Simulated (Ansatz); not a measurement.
Reaction (redistribution): `F[Si](F)(F)[SiH2]Cl` + `[AlH2][GeH3]` → `[AlH2][SiH2]Cl` + `F[Si](F)(F)[GeH3]`

Gas-phase electronic energies from Ansatz, PBE0-D4/def2-TZVP geometries. CBS: MP2 limit from def2 TZ/QZ plus the TZ coupled-cluster correction, frozen cores. DFT in def2-TZVPP. B3LYP here is the variant with VWN-RPA as its local correlation; programs differ in this. HSE06 is defined as in plane-wave codes. For Ge outer-core shells are correlated without core-valence functions, which leaves a few kJ/mol of doubt a bond. Scalar relativity is left out up to krypton. Each species was taken in one conformer, which may not be the lowest.

| level | ΔE (kcal/mol) | difference from CCSD(T)/CBS |
| --- | --- | --- |
| LDA (SPW92) | 1.0 | 0.0 |
| PBE-D4 | 1.0 | 0.0 |
| revPBE-D4 | 1.2 | 0.2 |
| r2SCAN-D4 | 1.4 | 0.4 |
| B97M-V | 1.3 | 0.3 |
| PBE0-D4 | 1.1 | 0.1 |
| B3LYP-D4 | 1.4 | 0.4 |
| r2SCANh-D4 | 1.4 | 0.4 |
| BHLYP-D4 | 1.4 | 0.4 |
| CAM-B3LYP-D4 | 1.4 | 0.4 |
| ωB97X-V | 1.0 | 0.0 |
| ωB97M-V | 1.1 | 0.1 |
| PBE-QIDH | 1.1 | 0.1 |
| PBE | 0.8 | -0.2 |
| revPBE | 0.7 | -0.3 |
| BLYP | 1.0 | 0.0 |
| r2SCAN | 1.4 | 0.4 |
| PBE0 | 0.9 | -0.1 |
| B3LYP | 1.1 | 0.1 |
| r2SCANh | 1.4 | 0.4 |
| r2SCAN0 | 1.3 | 0.3 |
| HSE06 | 0.9 | -0.1 |
| BHLYP | 1.2 | 0.2 |
| CAM-B3LYP | 1.1 | 0.1 |
| LC-ωPBE | 0.9 | -0.1 |
| RPA@PBE/def2-TZVPP | 0.9 | -0.1 |
| HF/def2-SVP | 0.2 | -0.8 |
| MP2/def2-SVP | 1.1 | 0.1 |
| CCSD(T)/def2-SVP | 0.9 | -0.1 |
| HF/def2-TZVPP | 1.4 | 0.4 |
| MP2/def2-TZVPP | 1.1 | 0.1 |
| SCS-MP2/def2-TZVPP | 1.1 | 0.1 |
| CCSD/def2-TZVPP | 1.1 | 0.1 |
| CCSD(T)/def2-TZVPP | 1.1 | 0.1 |
| HF/def2-QZVPP | 1.3 | 0.3 |
| MP2/def2-QZVPP | 1.1 | 0.1 |
| SCS-MP2/def2-QZVPP | 1.1 | 0.1 |
| HF/CBS(def2) | 1.3 | 0.3 |
| MP2/CBS(def2) | 1.1 | 0.1 |
| CCSD/CBS(def2) | 1.1 | 0.1 |
| CCSD(T)/CBS | 1.0 | 0 |

Largest T1 diagnostic among the species: 0.012.

Leaving LDA and LC-ωPBE aside and taking each functional with its dispersion term where it has one, the values spread over 0.5 kcal/mol, from ωB97X-V to r2SCAN-D4.
